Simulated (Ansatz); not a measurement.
Stepwise reaction of `[SH][InH][SH]` with water, as a gas-phase model of exchange steps in deposition or etching. ΔE in kJ/mol.

Computed with Ansatz on PBE0-D4/def2-TZVP structures; ΔE is electronic, products minus reactants. CBS: MP2 limit from def2 TZ/QZ plus the TZ coupled-cluster correction, frozen cores. This one scheme is used for every species. DFT in def2-TZVPP. B3LYP here is the variant with VWN-RPA as its local correlation; programs differ in this. def2 core potentials past Kr. For In outer-core shells are correlated without core-valence functions, which leaves a few kJ/mol of doubt a bond. Each species was taken in one conformer, which may not be the lowest.

| step | reaction | PBE-D4 | B3LYP-D4 | ωB97M-V | CCSD(T)/CBS |
| --- | --- | --- | --- | --- | --- |
| 1 | `[SH][InH][SH]` + H₂O → `[OH][InH][SH]` + H₂S | 62.3 | 60.7 | 61.5 | 62.2 |

Task: Give the row of step 2, `[OH][InH][SH]` + H₂O → `[OH][InH][OH]` + H₂S. (Estimate.)

Result: Computed: 
```csv
step,reaction,PBE-D4,B3LYP-D4,ωB97M-V,CCSD(T)/CBS
2,`[OH][InH][SH]` + H₂O → `[OH][InH][OH]` + H₂S,61.7,59.7,60.9,61.3
```

Task: By hand: ΔE of the 2 steps together at CCSD(T)/CBS.

Result: (62.2) + (61.3) = 123.5 kJ/mol, or 61.8 kJ/mol a step.

In ΔE the steps differ by no more than 0.9 kJ/mol. All are uphill at CCSD(T)/CBS. PBE-D4 differs from CCSD(T)/CBS by 0.1 to 0.4 kJ/mol a step. Isolated molecules leave out the surface, adducts and barriers. Largest T1 diagnostic: 0.017.
